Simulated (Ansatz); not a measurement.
Born–Oppenheimer molecular dynamics of FH7OSi3 (12 atoms, charge 0, multiplicity 1). It starts from a relaxed structure.

Level of theory: Ansatz, RKS PBE0-D4/STO-3G.

- ensemble: NVT, Nosé–Hoover chain
- time step: 0.25 fs
- steps asked: 161
- set temperature: 500 K
- thermostat: time constant 100 fs, chain length 3 (defaults)
- seed: 132329

Frames 1.25 fs apart, positions in Å, forces in eV/Å.

Velocities at 17.5 fs (Å/ps):

```
O -0.94 -0.61 -1.92
Si 0.25 -3.02 0.20
F 2.48 4.07 1.72
Si 1.09 2.63 -1.58
Si -2.15 -1.24 1.27
H 15.11 -14.03 15.61
H 33.33 -10.59 -2.16
H -15.92 1.08 -6.58
H 15.47 -5.47 -4.59
H -6.78 -37.00 4.15
H -29.92 13.94 -7.54
H -20.40 30.32 2.32
```

```xyz
12
Properties=species:S:1:pos:R:3:forces:R:3 time_fs=17.5 energy_less_start_eV=0.246 T=313
O -2.979 -0.309 0.168 -1.01 -0.10 -0.09
Si -1.400 -0.252 0.741 -0.32 -0.41 0.89
F -1.296 0.997 1.793 0.07 0.33 0.28
Si 0.067 -0.075 -0.868 1.90 0.48 -0.44
Si 2.195 0.153 0.013 -1.00 -1.22 -0.46
H -3.161 0.629 -0.164 -0.09 0.12 -0.15
H -1.252 -1.490 1.471 0.05 -0.16 0.09
H 0.076 -1.276 -1.670 -0.07 -0.02 0.03
H -0.343 1.006 -1.758 0.32 -0.17 0.21
H 3.065 -0.212 -1.081 0.31 0.36 0.12
H 2.436 -0.881 1.040 -0.26 0.71 -0.43
H 2.480 1.455 0.553 0.11 0.09 -0.03
12
Properties=species:S:1:pos:R:3:forces:R:3 time_fs=18.8 energy_less_start_eV=0.259 T=303
O -2.981 -0.310 0.165 -0.62 -1.20 0.38
Si -1.399 -0.256 0.742 -0.15 -0.45 1.06
F -1.293 1.002 1.795 0.01 0.09 0.12
Si 0.069 -0.072 -0.870 1.85 0.16 -0.37
Si 2.192 0.151 0.014 -1.05 -0.15 -0.79
H -3.143 0.616 -0.147 -0.39 1.23 -0.56
H -1.210 -1.504 1.469 -0.09 0.11 -0.04
H 0.056 -1.275 -1.677 -0.02 0.07 0.11
H -0.321 0.998 -1.762 0.20 0.07 0.06
H 3.059 -0.255 -1.074 0.28 0.49 0.22
H 2.397 -0.860 1.029 -0.10 0.23 0.14
H 2.455 1.492 0.555 0.07 -0.65 -0.33
12
Properties=species:S:1:pos:R:3:forces:R:3 time_fs=20.0 energy_less_start_eV=0.305 T=269
O -2.983 -0.312 0.163 -0.51 -1.28 0.46
Si -1.399 -0.260 0.743 0.06 -0.40 1.18
F -1.290 1.008 1.798 -0.04 -0.14 -0.04
Si 0.071 -0.068 -0.872 1.77 -0.15 -0.25
Si 2.188 0.149 0.015 -1.11 0.76 -1.27
H -3.131 0.619 -0.138 -0.43 1.30 -0.57
H -1.169 -1.516 1.466 -0.23 0.33 -0.14
H 0.035 -1.272 -1.684 0.03 0.13 0.17
H -0.297 0.991 -1.766 0.08 0.32 -0.11
H 3.057 -0.291 -1.065 0.25 0.58 0.31
H 2.357 -0.835 1.019 0.06 -0.32 0.77
H 2.432 1.519 0.552 0.08 -1.12 -0.51
12
Properties=species:S:1:pos:R:3:forces:R:3 time_fs=21.2 energy_less_start_eV=0.324 T=254
O -2.986 -0.315 0.161 -0.66 -0.25 0.15
Si -1.399 -0.265 0.745 0.29 -0.21 1.21
F -1.287 1.013 1.800 -0.08 -0.35 -0.17
Si 0.075 -0.065 -0.874 1.62 -0.33 -0.15
Si 2.184 0.148 0.016 -1.16 1.15 -1.61
H -3.125 0.640 -0.136 -0.25 0.23 -0.21
H -1.132 -1.523 1.461 -0.35 0.44 -0.17
H 0.015 -1.268 -1.687 0.09 0.13 0.19
H -0.271 0.990 -1.771 -0.02 0.48 -0.21
H 3.058 -0.319 -1.050 0.25 0.62 0.34
H 2.317 -0.814 1.021 0.15 -0.67 1.18
H 2.409 1.530 0.542 0.13 -1.24 -0.54
12
Properties=species:S:1:pos:R:3:forces:R:3 time_fs=22.5 energy_less_start_eV=0.313 T=263
O -2.989 -0.318 0.160 -0.78 0.86 -0.16
Si -1.399 -0.269 0.747 0.45 0.13 1.13
F -1.284 1.018 1.802 -0.12 -0.55 -0.29
Si 0.080 -0.061 -0.877 1.39 -0.30 -0.13
Si 2.179 0.147 0.015 -1.20 0.79 -1.54
H -3.123 0.665 -0.138 -0.06 -0.94 0.17
H -1.100 -1.524 1.454 -0.44 0.40 -0.12
H -0.004 -1.262 -1.688 0.13 0.08 0.15
H -0.246 0.995 -1.779 -0.06 0.48 -0.19
H 3.064 -0.337 -1.032 0.28 0.60 0.30
H 2.279 -0.803 1.040 0.17 -0.59 1.11
H 2.389 1.524 0.524 0.23 -0.96 -0.42
12
Properties=species:S:1:pos:R:3:forces:R:3 time_fs=23.8 energy_less_start_eV=0.278 T=291
O -2.993 -0.321 0.158 -0.72 1.31 -0.23
Si -1.398 -0.273 0.750 0.49 0.56 0.92
F -1.281 1.022 1.804 -0.16 -0.71 -0.38
Si 0.085 -0.058 -0.879 1.10 -0.08 -0.20
Si 2.174 0.146 0.014 -1.25 -0.22 -1.08
H -3.122 0.677 -0.138 0.02 -1.43 0.32
H -1.075 -1.519 1.445 -0.47 0.23 0.00
H -0.021 -1.255 -1.687 0.17 -0.01 0.08
H -0.221 1.007 -1.790 -0.05 0.32 -0.05
H 3.074 -0.347 -1.008 0.34 0.53 0.21
H 2.244 -0.800 1.075 0.17 -0.14 0.59
H 2.371 1.503 0.499 0.35 -0.33 -0.18
12
Properties=species:S:1:pos:R:3:forces:R:3 time_fs=25.0 energy_less_start_eV=0.253 T=311
O -2.998 -0.322 0.157 -0.43 0.89 -0.01
Si -1.397 -0.278 0.753 0.41 1.02 0.64
F -1.278 1.026 1.806 -0.19 -0.85 -0.46
Si 0.091 -0.055 -0.882 0.78 0.22 -0.33
Si 2.168 0.146 0.012 -1.28 -1.47 -0.47
H -3.121 0.668 -0.133 -0.04 -1.03 0.20
H -1.056 -1.511 1.436 -0.45 -0.03 0.16
H -0.035 -1.248 -1.684 0.20 -0.11 -0.01
H -0.197 1.024 -1.802 -0.03 0.07 0.16
H 3.089 -0.348 -0.981 0.40 0.42 0.11
H 2.212 -0.799 1.119 0.17 0.40 -0.09
H 2.359 1.477 0.472 0.46 0.48 0.12
12
Properties=species:S:1:pos:R:3:forces:R:3 time_fs=26.2 energy_less_start_eV=0.274 T=296
O -3.003 -0.323 0.155 0.01 -0.24 0.43
Si -1.396 -0.281 0.757 0.25 1.42 0.32
F -1.275 1.029 1.807 -0.22 -0.95 -0.51
Si 0.098 -0.052 -0.885 0.45 0.46 -0.46
Si 2.161 0.144 0.010 -1.23 -2.40 0.07
H -3.120 0.645 -0.125 -0.21 0.11 -0.14
H -1.044 -1.504 1.429 -0.41 -0.29 0.31
H -0.047 -1.242 -1.681 0.23 -0.17 -0.08
H -0.173 1.042 -1.811 -0.02 -0.17 0.35
H 3.110 -0.344 -0.953 0.42 0.29 0.02
H 2.182 -0.792 1.161 0.20 0.79 -0.65
H 2.354 1.458 0.446 0.53 1.15 0.35
12
Properties=species:S:1:pos:R:3:forces:R:3 time_fs=27.5 energy_less_start_eV=0.304 T=273
O -3.008 -0.324 0.153 0.43 -1.39 0.87
Si -1.395 -0.284 0.761 0.08 1.69 0.04
F -1.273 1.032 1.808 -0.24 -1.02 -0.54
Si 0.104 -0.049 -0.888 0.14 0.54 -0.54
Si 2.154 0.141 0.008 -0.99 -2.53 0.48
H -3.123 0.623 -0.120 -0.36 1.26 -0.48
H -1.038 -1.500 1.427 -0.38 -0.45 0.40
H -0.055 -1.239 -1.680 0.25 -0.17 -0.12
H -0.150 1.058 -1.815 -0.03 -0.32 0.44
H 3.137 -0.335 -0.924 0.36 0.18 -0.01
H 2.155 -0.774 1.195 0.24 0.92 -0.95
H 2.357 1.456 0.425 0.49 1.27 0.39
12
Properties=species:S:1:pos:R:3:forces:R:3 time_fs=28.8 energy_less_start_eV=0.268 T=303
O -3.013 -0.326 0.153 0.63 -1.49 0.97
Si -1.394 -0.286 0.765 -0.02 1.78 -0.14
F -1.270 1.033 1.808 -0.25 -1.05 -0.54
Si 0.111 -0.045 -0.892 -0.14 0.42 -0.54
Si 2.146 0.138 0.006 -0.51 -1.80 0.71
H -3.131 0.619 -0.121 -0.33 1.35 -0.49
H -1.038 -1.503 1.431 -0.37 -0.43 0.39
H -0.059 -1.239 -1.680 0.26 -0.11 -0.12
H -0.127 1.069 -1.813 -0.07 -0.33 0.42
H 3.169 -0.323 -0.895 0.21 0.10 0.03
H 2.131 -0.743 1.214 0.27 0.79 -0.93
H 2.366 1.472 0.410 0.32 0.77 0.24
12
Properties=species:S:1:pos:R:3:forces:R:3 time_fs=30.0 energy_less_start_eV=0.204 T=352
O -3.017 -0.330 0.153 0.56 -0.46 0.68
Si -1.393 -0.287 0.769 -0.03 1.68 -0.23
F -1.268 1.034 1.808 -0.25 -1.05 -0.52
Si 0.118 -0.041 -0.895 -0.40 0.11 -0.45
Si 2.137 0.133 0.004 0.15 -0.54 0.66
H -3.143 0.634 -0.129 -0.12 0.28 -0.15
H -1.044 -1.513 1.440 -0.39 -0.24 0.28
H -0.059 -1.240 -1.683 0.28 0.00 -0.09
H -0.106 1.075 -1.805 -0.14 -0.21 0.28
H 3.205 -0.310 -0.866 -0.02 0.03 0.11
H 2.112 -0.699 1.220 0.29 0.44 -0.58
H 2.381 1.500 0.399 0.08 -0.04 0.01
12
Properties=species:S:1:pos:R:3:forces:R:3 time_fs=31.2 energy_less_start_eV=0.219 T=342
O -3.020 -0.334 0.154 0.44 0.69 0.34
Si -1.391 -0.287 0.773 -0.03 1.44 -0.27
F -1.266 1.034 1.808 -0.25 -1.01 -0.48
Si 0.124 -0.037 -0.899 -0.63 -0.30 -0.29
Si 2.129 0.127 0.003 0.86 0.77 0.32
H -3.158 0.653 -0.140 0.12 -0.90 0.24
H -1.055 -1.526 1.453 -0.42 0.03 0.11
H -0.056 -1.241 -1.686 0.28 0.11 -0.06
H -0.086 1.078 -1.792 -0.22 0.02 0.06
H 3.241 -0.296 -0.834 -0.26 -0.04 0.17
H 2.097 -0.650 1.218 0.27 -0.06 0.03
H 2.396 1.527 0.387 -0.17 -0.76 -0.18
```

Of the whole run (40 fs, mean temperature of the second half 276 K): The conserved energy stayed within 0.046 meV per atom of its start (net change 0.042 meV per atom), so the integration is sound. The mean temperature of the second half is 45 % below the set value. A run of 0.04 ps of so small a system gives no equilibrium averages. Limits of this set-up: minimal basis.

Run time: 9.5 min on 1 thread of Intel(R) Xeon(R) Platinum 8488C (Sapphire Rapids) (shared host), peak memory 0.14 GiB.
